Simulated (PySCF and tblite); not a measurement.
Results of a calculation; reference values are marked as such.
C6H7F3O2, numbered as in [O:1]=[C:2]1[O:3][CH2:4][CH2:5][CH2:6][C@@H:7]1[C:8]([F:9])([F:10])[F:11]. The ensemble was built from 60 distance-geometry starts (ETKDG and KDG, MMFF94s, GFN2-xTB) and rests on GFN2-xTB geometries. Energies: B3LYP-D3(BJ)/6-31G*, with GFN2-xTB thermal terms (modes under about 100 cm⁻¹ blended into free rotors). Symmetry numbers and mirror images are counted. Conformers within 2.5 kcal/mol (GFN2-xTB free energy) were kept, 6 at most. GIAO shieldings: B3LYP/6-31G*. Shifts are against CFCl3 (¹⁹F) at the same level. Run with PySCF (density fitting) and tblite.

The 6-ring runs over atoms 2–3–4–5–6–7.

```tsv
conformer	shape	point group	mirror pair	ΔE(DFT)	Δ(G−E) at 298.15 K	δ F9/F10/F11 (ppm)
1	6-ring envelope (ring torsions 30, -55, 59, -39, 13, -8°)	C1	no	0.00	0.00	-84.0
2	6-ring envelope (ring torsions -30, 58, -61, 38, -10, 6°)	C1	no	0.17	-0.38	-87.7
3	6-ring between boat and twist-boat (ring torsions 49, -62, 19, 34, -52, 8°)	C1	no	0.53	-0.15	-90.9
```

Energies in kcal/mol; the thermal term leaves out symmetry numbers and mirror images.

Task: Work out the weights at 298.15 K and the ¹⁹F shift of F9/F10/F11 under fast exchange.

Result: RT = 0.592 kcal/mol. Each conformer gets RT ln(σ/g), with σ the rotational symmetry number and g = 2 for a mirror pair: 1: σ = 1, g = 1, G = 0.00 + 0.00 + 0.00 = 0.00, 0.22 above the lowest, exp(−ΔG/RT) = 0.696; 2: σ = 1, g = 1, G = 0.17 − 0.38 + 0.00 = -0.22, 0.00 above the lowest, exp(−ΔG/RT) = 1.000; 3: σ = 1, g = 1, G = 0.53 − 0.15 + 0.00 = 0.38, 0.59 above the lowest, exp(−ΔG/RT) = 0.367. The sum is 2.063, so the weights are 33.7, 48.5, 17.8 %. The averaged shift is -87.0 ppm. At 298.15 K the leading conformer alone gives -87.7 ppm and bare DFT energies give -86.6 ppm.

Unscaled ¹⁹F shifts at such levels can be off by tens of ppm; differences between conformers or isomers are more reliable.


Conformer gaps in 6-31G* on xTB geometries can be 2 kcal/mol off for S=O, P=O and other polar bonds.